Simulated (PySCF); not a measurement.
**Dipole response of Pb⁷³⁺ (lead, charge +73)**

[He] 2s2 2p5, 2P determinant. Computed with PySCF 2.14 in an even-tempered Gaussian basis (17 s from 54 bohr⁻², ratio 2.2; 10 p from 70 bohr⁻², ratio 2.2; 5 d from 270 bohr⁻², ratio 2.4; 5 f from 410 bohr⁻², ratio 2.4; 4 g from 610 bohr⁻², ratio 2.4), with the non-relativistic Hamiltonian (point nucleus). Coupled (time-dependent) response in atomic units; α is the mean over directions.

| method | mean α (bohr³) | α xx, yy, zz | C₆ (like pair) | S(−4) |
| --- | --- | --- | --- | --- |
| UHF | 8.323e-05 | 0.0002035, 2.309e-05, 2.309e-05 | 3.283e-07 | 2.445e-07 |
| PBE0 | 8.427e-05 | 0.0002065, 2.315e-05, 2.315e-05 | 3.255e-07 | 2.801e-07 |

S(−4) is the Cauchy moment in α(ω) = α(0) + S(−4) ω² + …

Spin-orbit coupling is absent.

α(iu) at PBE0:

```tsv
u (hartree)	α(iu) (bohr³)
0	8.427e-05
6.00	7.560e-05
12.0	5.989e-05
24.0	3.968e-05
36.0	3.155e-05
48.0	2.791e-05
60.0	2.600e-05
90.0	2.377e-05
120	2.264e-05
180	2.099e-05
300	1.784e-05
```

For an ion, C₆ is the dispersion term alone; charge-induced terms of lower order in 1/R come first.

The components differ because the open shell of this determinant is not spherical; for a pure term their mean is the scalar polarisability.

A non-relativistic calculation at this Z misses sizeable relativistic shifts. Spin-orbit coupling, absent here, splits the open shell strongly.
